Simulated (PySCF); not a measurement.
# Reading the logs of faulty runs: CGeH6NSi

Calculated results; nothing here was measured. They come from PySCF 2.14.0, an open-source quantum chemistry program, on an isolated molecule that a program drew, which may never have been made. The molecule is CGeH6NSi (charge 0, doublet), drawn as the SMILES string `C=[SiH][NH][GeH2]`.

Each row is a Hartree-Fock (HF) and frozen-core CCSD(T) single point in the cc-pV(D+d)Z basis, meant for a local HF minimum. Run 1 is clean. Each other run has one planted mistake out of seven kinds, and not every kind appears here: one electron removed, one electron added, multiplicity raised by two, geometry at a saddle point, minimal basis STO-3G, one bond length entered in bohr, all coordinates scaled. The reference is restricted for singlets and unrestricted otherwise, and also for a bond in bohr. Adding or removing an electron swaps singlet and doublet. Electrons count all cores. HOMO and LUMO are orbital energies over both spins, the gradient is its largest component, and the lowest frequency (negative if imaginary) is given only where the gradient is small. Bond lengths are over the 9 bonds as drawn. T1 is the CCSD diagnostic: over 0.02 (restricted) or 0.045 (unrestricted) a single reference is doubtful. Germanium has the cc-pVDZ-PP basis, with a core potential (ECP10MDF) in place of its 10 inner electrons, and its 3s, 3p and 3d shells are frozen in CCSD(T).

Geometry of the clean run:
```xyz
10
CGeH6NSi, angstrom
C    -0.3405    2.8519    0.9754
Si    0.2905    1.3229    0.6444
N    -0.3887    0.1205   -0.3516
Ge    0.1104   -1.6467   -0.6099
H     0.2095    3.5322    1.6162
H    -1.2743    3.2295    0.5751
H     1.5540    0.8368    1.2160
H    -1.2608    0.3657   -0.7900
H    -0.1710   -2.0047   -2.0797
H     1.6068   -1.7452   -0.2788
```

| run | electrons | basis functions | <S^2> | HOMO (eV) | LUMO (eV) | gradient (hartree/bohr) | lowest frequency (cm^-1) | mean bond (Å) | longest bond (Å) | T1 | HF (hartree) | CCSD(T) (hartree) | mistake |
|---|---|---|---|---|---|---|---|---|---|---|---|---|---|
| 1 | 65 | 104 | 0.757 | -7.76 | 0.97 | 3.8e-06 | 63 | 1.4403 | 1.854 | 0.0175 | -678.07124 | -678.62281 | no fault |
| 2 | 65 | 104 | 3.784 | -4.48 | 1.00 | 1.1e-01 | - | 1.4403 | 1.854 | 0.0162 | -677.97255 | -678.49176 | multiplicity raised by two |
| 3 | 65 | 104 | 1.021 | -7.85 | 0.49 | 2.4e-02 | - | 1.5921 | 2.902 | 0.0363 | -677.99441 | -678.53906 | one bond length entered in bohr |
| 4 | 65 | 104 | 0.754 | -7.96 | 1.46 | 1.1e-01 | - | 1.3035 | 1.678 | 0.0137 | -677.95210 | -678.48306 | ? |

**Which mistake was planted in run 4, and what did it cost?**

The mean and the longest bond both change by the same factor, 0.905, and the gradient is no longer small. So the mistake is: all coordinates scaled. Subtracting run 1 and multiplying by 627.51 kcal/mol a hartree, the energy moved by 74.8 kcal/mol in HF and 87.7 kcal/mol in CCSD(T).

